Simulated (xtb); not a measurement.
CH5FOSi2, SMILES [Si@H]1([SiH2]OC1)F. All values are semi-empirical tight-binding results from xtb (GFN2-xTB unless named), good for trends rather than for accurate numbers. Geometry: GFN2-xTB. The structure was generated by enumeration; whether it is a known compound was not checked.

Computed properties:
```yaml
orbital_gap: 3.83 eV
dipole_moment: 1.80 D
zero_point_energy: 36.3 kcal/mol
G − E(el) at 298.15 K (modified RRHO): 17.0 kcal/mol
static polarisability (D4 model): 71.0 bohr³
solvation energy, GFN2-xTB/ALPB(water): 0.0 kcal/mol
solvation energy, GFN2-xTB/ALPB(toluene): -2.0 kcal/mol
```
